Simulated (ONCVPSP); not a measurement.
**argon: variants of one ONCV potential**

Base potential:

ONCVPSP 4.0.1 input, shortened (lines: element, Z, core and valence counts, functional; n l f; lmax; l rc ep ncon nbas qcut; lloc lpopt rc5 dvloc0; l nproj debl; icmod fcfact rcfact), PBEsol, scalar-relativistic:

```
  Ar 18.00    3    2  -116133      upf
    1    0    2.00
    2    0    2.00
    2    1    6.00
    3    0    2.00
    3    1    4.00
    2
    0    1.15    0.00    4    7    6.40
    1    1.10    0.00    4    8    7.80
    2    1.20    0.41    3    8    7.60
    4    3    1.00    4.00
    0    1    2.30
    1    2    2.90
    2    1    2.30
    3    5.75    1.05
```

In the d channel the program set the typed energies aside and used 0.050 Ha.

Cutoffs, loose and tight: the cutoffs (Ha) at which the residual kinetic energy of the hardest occupied pseudo-wave falls to 1 and 0.1 mHa per electron. They do not see the model core or the augmentation charge, which bear on the density cutoff. Test errors are all-electron minus pseudo excitation energies from the reference, over the configurations 3s2 3p6; 3s2 3p5; 3s2 3p3; 3s2 3p2. A dash means not determined; rows that change the core or the reference have their own tests.

| change | outcome | cutoff, loose | cutoff, tight | bound ghosts | GHOST(+) flags above zero | largest test error (meV) |
| --- | --- | --- | --- | --- | --- | --- |
| base | generated, projector energies reset by the program | 20 Ha | 38 Ha | none | none | +83 |
| core correction Teter function, fcfact 5.75, rcfact 0.94 | generated, projector energies reset by the program | 20 Ha | 38 Ha | none | none | +88 |
| core correction Teter function, fcfact 5.75, rcfact 1.12 | generated, projector energies reset by the program | 20 Ha | 38 Ha | none | none | +80 |
| core correction Teter function, fcfact 5.75, rcfact 1.24 | generated, projector energies reset by the program | 20 Ha | 38 Ha | none | none | +75 |
| core correction Teter function, fcfact 5.75, rcfact 1.4 | generated, projector energies reset by the program | 20 Ha | 38 Ha | none | none | +65 |
| core correction Teter function, fcfact 5.75, rcfact 2.06 | generated, projector energies reset by the program | 20 Ha | 38 Ha | none | none | -234 |

What comes out with this change to the base: core correction Teter function, fcfact 5.75, rcfact 1.58?

outcome: generated, projector energies reset by the program; cutoff, loose: 20 Ha; cutoff, tight: 38 Ha; bound ghosts: none; GHOST(+) flags above zero: none; largest test error (meV): +38.

What comes out with this change to the base: core correction Teter function, fcfact 5.75, rcfact 1.86?

outcome: generated, projector energies reset by the program; cutoff, loose: 20 Ha; cutoff, tight: 38 Ha; bound ghosts: none; GHOST(+) flags above zero: none; largest test error (meV): -77.

What comes out with this change to the base: core correction Teter function, fcfact 5.75, rcfact 1.7?

outcome: generated, projector energies reset by the program; cutoff, loose: 20 Ha; cutoff, tight: 38 Ha; bound ghosts: none; GHOST(+) flags above zero: none; largest test error (meV): +16.

Reading the sweep of the rcfact (base included, trends over the rows without a ghost): The loose cutoff stays near 20 Ha. The median size of the test errors (rows with all tests solved) is not monotonic: lowest 4.2 meV at 1.7, highest 51.4 meV at 2.06.
